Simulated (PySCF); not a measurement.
Cl₂Se, charge +1, doublet, geometry from GFN2-xTB (a state made from the parent by changing its charge; the spin is typed, not shown lowest); PBE0/6-31G (PySCF).

Here is a job for PySCF.
```python
from pyscf import gto, scf, dft

mol = gto.Mole()
mol.atom = '''
    Se    0.00125977    0.00114573    0.64595924
    Cl    1.04566240    1.26466714   -0.65024613
    Cl   -1.04818193   -1.26695861   -0.64167234
'''
mol.basis = '6-31g'
mol.charge = 1
mol.spin = 1
mol.verbose = 4
mol.symmetry = True
mol.symmetry_subgroup = 'Cs'
mol.build()

mf = dft.UKS(mol)
mf.xc = 'pbe0'
mf.kernel()
mf.analyze()
```

What the program printed (banner, timings and long lists left out):

```
PySCF version 2.14.0

[INPUT] verbose = 4
[INPUT] num. atoms = 3
[INPUT] num. electrons = 67
[INPUT] charge = 1
[INPUT] spin (= nelec alpha-beta = 2S) = 1
[INPUT] symmetry True subgroup Cs
[INPUT] Mole.unit = angstrom
[INPUT] Symbol           X                Y                Z      unit          X                Y                Z       unit  Magmom
[INPUT]  1 Se     0.001259770000   0.001145730000   0.645959240000 AA    0.002380620280   0.002165115913   1.220686051232 Bohr   0.0
[INPUT]  2 Cl     1.045662400000   1.264667140000  -0.650246130000 AA    1.976015554755   2.389874533337  -1.228787099258 Bohr   0.0
[INPUT]  3 Cl    -1.048181930000  -1.266958610000  -0.641672340000 AA   -1.980776776418  -2.394204784060  -1.212584984309 Bohr   0.0

nuclear repulsion = 339.26634536893
point group symmetry = C2v, use subgroup Cs
symmetry origin: [ 4.72431537e-09 -4.72431537e-09  4.72431542e-09]
symmetry axis x: [-0.00195022 -0.00177368 -0.99999653]
symmetry axis y: [-0.63733171 -0.77058516  0.00260972]
symmetry axis z: [-7.70587108e-01  6.37334582e-01  3.72385186e-04]
num. orbitals of irrep A' = 39
num. orbitals of irrep A" = 14
number of shells = 25
number of NR pGTOs = 182
number of NR cGTOs = 53
basis = 6-31g
ecp = {}

******** <class 'pyscf.dft.uks_symm.SymAdaptedUKS'> ********
method = SymAdaptedUKS
initial guess = minao
damping factor = 0
level_shift factor = 0
DIIS = <class 'pyscf.scf.diis.CDIIS'>
diis_start_cycle = 1
diis_space = 8
diis_damp = 0
SCF conv_tol = 1e-09
SCF conv_tol_grad = None
SCF max_cycles = 50
direct_scf = True
direct_scf_tol = 1e-13
number electrons alpha = 34  beta = 33
XC library pyscf.dft.libxc version 7.1.2
    S. Lehtola, C. Steigemann, M. J. T. Oliveira, and M. A. L. Marques,  SoftwareX 7, 1–5 (2018)
XC functionals = pbe0
    C. Adamo and V. Barone,  J. Chem. Phys. 110, 6158 (1999)
    M. Ernzerhof and G. E. Scuseria,  J. Chem. Phys. 110, 5029 (1999)
radial grids:
    Treutler-Ahlrichs [JCP 102, 346 (1995); DOI:10.1063/1.469408] (M4) radial grids

becke partition: Becke, JCP 88, 2547 (1988); DOI:10.1063/1.454033
pruning grids: <function nwchem_prune>
grids dens level: 3
symmetrized grids: True
atomic radii adjust function: <function treutler_atomic_radii_adjust>
small_rho_cutoff = 0
Freeze 0 electrons in irreps []
    67 free electrons in irreps A' A"
Set gradient conv threshold to 3.16228e-05
tot grids = 58184
init E= -3320.44961144034

cycle= 1 E= -3320.44547500638  delta_E= 0.00414  |g|= 0.304  |ddm|= 1.71
cycle= 2 E= -3320.31807521429  delta_E= 0.127  |g|= 0.537  |ddm|= 1.44
cycle= 3 E= -3320.53495348071  delta_E= -0.217  |g|= 0.0516  |ddm|= 0.868
cycle= 4 E= -3320.5361875253  delta_E= -0.00123  |g|= 0.00295  |ddm|= 0.0826
cycle= 5 E= -3320.53619960163  delta_E= -1.21e-05  |g|= 0.00108  |ddm|= 0.0101
cycle= 6 E= -3320.53620108265  delta_E= -1.48e-06  |g|= 0.000406  |ddm|= 0.00287
cycle= 7 E= -3320.5362014042  delta_E= -3.22e-07  |g|= 0.000211  |ddm|= 0.00155
cycle= 8 E= -3320.53620149371  delta_E= -8.95e-08  |g|= 3.71e-05  |ddm|= 0.000919
cycle= 9 E= -3320.53620149978  delta_E= -6.06e-09  |g|= 8.22e-06  |ddm|= 0.000321
cycle= 10 E= -3320.53620149991  delta_E= -1.38e-10  |g|= 3.27e-06  |ddm|= 4.34e-05
Extra cycle  E= -3320.53620149991  delta_E= 7.28e-12  |g|= 6.25e-06  |ddm|= 1.64e-05
converged SCF energy = -3320.53620149991  <S^2> = 0.75145573  2S+1 = 2.0014552
**** SCF Summaries ****
Total Energy =                       -3320.536201499907293
Nuclear Repulsion Energy =             339.266345368929933
One-electron Energy =                -5270.590959182011829
Two-electron Energy =                 1610.788412313174149
Two-electron Coulomb Energy =         1753.671700388876616
DFT Exchange-Correlation Energy =     -142.883288075702467
Wave-function symmetry = A"
alpha occupancy for each irrep:     A'   A"
                                    25    9
beta  occupancy for each irrep:     A'   A"
                                    25    8
**** MO energy ****
alpha MO #1 (A' #1), energy= -454.590742699846 occ= 1
alpha MO #2 (A' #2), energy= -101.994032115257 occ= 1
alpha MO #3 (A' #3), energy= -101.994022072858 occ= 1
alpha MO #4 (A' #4), energy= -58.5771432370339 occ= 1
alpha MO #5 (A' #5), energy= -52.591243826245 occ= 1
alpha MO #6 (A' #6), energy= -52.5899432648887 occ= 1
alpha MO #7 (A" #1), energy= -52.5898285469608 occ= 1
alpha MO #8 (A' #7), energy= -9.82806178431566 occ= 1
alpha MO #9 (A' #8), energy= -9.82803689811382 occ= 1
alpha MO #10 (A' #9), energy= -8.26564484912444 occ= 1
alpha MO #11 (A' #10), energy= -7.56396207159943 occ= 1
alpha MO #12 (A' #11), energy= -7.56395532089488 occ= 1
alpha MO #13 (A" #2), energy= -7.55409936639556 occ= 1
alpha MO #14 (A" #3), energy= -7.55409453821239 occ= 1
alpha MO #15 (A' #12), energy= -7.55027208139297 occ= 1
alpha MO #16 (A' #13), energy= -7.55025288782763 occ= 1
alpha MO #17 (A' #14), energy= -6.19250977910854 occ= 1
alpha MO #18 (A' #15), energy= -6.18692758375777 occ= 1
alpha MO #19 (A" #4), energy= -6.18323619756664 occ= 1
alpha MO #20 (A' #16), energy= -2.49393130525918 occ= 1
alpha MO #21 (A' #17), energy= -2.49331085636736 occ= 1
alpha MO #22 (A" #5), energy= -2.48821550424855 occ= 1
alpha MO #23 (A" #6), energy= -2.48399288146305 occ= 1
alpha MO #24 (A' #18), energy= -2.48394406247692 occ= 1
alpha MO #25 (A' #19), energy= -1.23735822601601 occ= 1
alpha MO #26 (A' #20), energy= -1.15132874734162 occ= 1
alpha MO #27 (A' #21), energy= -0.97231809092899 occ= 1
alpha MO #28 (A' #22), energy= -0.737253508986646 occ= 1
alpha MO #29 (A' #23), energy= -0.69996079227547 occ= 1
alpha MO #30 (A" #7), energy= -0.695491247587688 occ= 1
alpha MO #31 (A" #8), energy= -0.622328463208414 occ= 1
alpha MO #32 (A' #24), energy= -0.606750111161015 occ= 1
alpha MO #33 (A' #25), energy= -0.602173281538996 occ= 1
alpha MO #34 (A" #9), energy= -0.54686495703883 occ= 1
alpha MO #35 (A' #26), energy= -0.355779037317721 occ= 0
alpha MO #36 (A' #27), energy= -0.333038272819547 occ= 0
alpha MO #37 (A' #28), energy= -0.0391404357499376 occ= 0
alpha MO #38 (A' #29), energy= 0.0201225651006318 occ= 0
alpha MO #39 (A' #30), energy= 0.0350503100458708 occ= 0
alpha MO #40 (A" #10), energy= 0.035158609900229 occ= 0
alpha MO #41 (A' #31), energy= 0.198541480365303 occ= 0
alpha MO #42 (A' #32), energy= 0.216074579895704 occ= 0
alpha MO #43 (A' #33), energy= 0.239253730704001 occ= 0
alpha MO #44 (A" #11), energy= 0.243397058099095 occ= 0
alpha MO #45 (A" #12), energy= 0.249669464385439 occ= 0
alpha MO #46 (A' #34), energy= 0.315302529521269 occ= 0
alpha MO #47 (A' #35), energy= 0.32340543851248 occ= 0
alpha MO #48 (A' #36), energy= 0.406356443079153 occ= 0
alpha MO #49 (A" #13), energy= 3.14935397971354 occ= 0
alpha MO #50 (A' #37), energy= 3.15138732734921 occ= 0
alpha MO #51 (A" #14), energy= 3.15444296967297 occ= 0
alpha MO #52 (A' #38), energy= 3.19187863819765 occ= 0
alpha MO #53 (A' #39), energy= 3.19757242522098 occ= 0
beta  MO #1 (A' #1), energy= -454.588944600096 occ= 1
beta  MO #2 (A' #2), energy= -101.992525419691 occ= 1
beta  MO #3 (A' #3), energy= -101.992515373917 occ= 1
beta  MO #4 (A' #4), energy= -58.5761141344696 occ= 1
beta  MO #5 (A' #5), energy= -52.5904744998547 occ= 1
beta  MO #6 (A' #6), energy= -52.5891876053272 occ= 1
beta  MO #7 (A" #1), energy= -52.5856747019901 occ= 1
beta  MO #8 (A' #7), energy= -9.82663402605137 occ= 1
beta  MO #9 (A' #8), energy= -9.82660781964135 occ= 1
beta  MO #10 (A' #9), energy= -8.26252235503346 occ= 1
beta  MO #11 (A' #10), energy= -7.56351877963982 occ= 1
beta  MO #12 (A' #11), energy= -7.563511969726 occ= 1
beta  MO #13 (A' #12), energy= -7.54942799978108 occ= 1
beta  MO #14 (A' #13), energy= -7.54940871811584 occ= 1
beta  MO #15 (A" #2), energy= -7.54876966062404 occ= 1
beta  MO #16 (A" #3), energy= -7.5487648641198 occ= 1
beta  MO #17 (A' #14), energy= -6.19094051363806 occ= 1
beta  MO #18 (A' #15), energy= -6.18537475238855 occ= 1
beta  MO #19 (A" #4), energy= -6.17491998355843 occ= 1
beta  MO #20 (A' #16), energy= -2.4929538520668 occ= 1
beta  MO #21 (A' #17), energy= -2.4920362886094 occ= 1
beta  MO #22 (A" #5), energy= -2.48382352273641 occ= 1
beta  MO #23 (A" #6), energy= -2.47960114653292 occ= 1
beta  MO #24 (A' #18), energy= -2.47870297426938 occ= 1
beta  MO #25 (A' #19), energy= -1.22297542227467 occ= 1
beta  MO #26 (A' #20), energy= -1.14227843461538 occ= 1
beta  MO #27 (A' #21), energy= -0.946761502943859 occ= 1
beta  MO #28 (A' #22), energy= -0.73046320102342 occ= 1
beta  MO #29 (A' #23), energy= -0.690829600604319 occ= 1
beta  MO #30 (A" #7), energy= -0.655571644997627 occ= 1
beta  MO #31 (A' #24), energy= -0.60126762655635 occ= 1
beta  MO #32 (A' #25), energy= -0.598771327674887 occ= 1
beta  MO #33 (A" #8), energy= -0.594872736383463 occ= 1
beta  MO #34 (A" #9), energy= -0.440158599960513 occ= 0
beta  MO #35 (A' #26), energy= -0.344890215570606 occ= 0
beta  MO #36 (A' #27), energy= -0.323050876772587 occ= 0
beta  MO #37 (A' #28), energy= -0.0285497928460119 occ= 0
beta  MO #38 (A' #29), energy= 0.0246665696981654 occ= 0
beta  MO #39 (A' #30), energy= 0.0402532619513329 occ= 0
beta  MO #40 (A" #10), energy= 0.0554953359898787 occ= 0
beta  MO #41 (A' #31), energy= 0.201159094519868 occ= 0
beta  MO #42 (A' #32), energy= 0.218828752955475 occ= 0
beta  MO #43 (A' #33), energy= 0.243234676617569 occ= 0
beta  MO #44 (A" #11), energy= 0.253030567836815 occ= 0
beta  MO #45 (A" #12), energy= 0.260249043054042 occ= 0
beta  MO #46 (A' #34), energy= 0.322858142424993 occ= 0
beta  MO #47 (A' #35), energy= 0.325234368442704 occ= 0
beta  MO #48 (A' #36), energy= 0.408504632181029 occ= 0
beta  MO #49 (A' #37), energy= 3.15482242957163 occ= 0
beta  MO #50 (A" #13), energy= 3.16407089172115 occ= 0
beta  MO #51 (A" #14), energy= 3.16917629605732 occ= 0
beta  MO #52 (A' #38), energy= 3.20046001905563 occ= 0
beta  MO #53 (A' #39), energy= 3.2096580016897 occ= 0
 ** Mulliken pop alpha/beta on meta-lowdin orthogonal AOs **
 ** Mulliken pop       alpha | beta **
In total            34.00000 | 33.00000
 ** Mulliken atomic charges   ( Nelec_alpha | Nelec_beta ) **
charge of  0Se =      0.79553  (    16.93151     16.27296 )
charge of  1Cl =      0.10223  (     8.53424      8.36353 )
charge of  2Cl =      0.10224  (     8.53424      8.36352 )

WARN: System has nonzero charge 1; the dipole moment is origin-dependent.
Location of origin: [0. 0. 0.]

Dipole moment(X, Y, Z, Debye):  0.00243,  0.00219,  1.27992
```
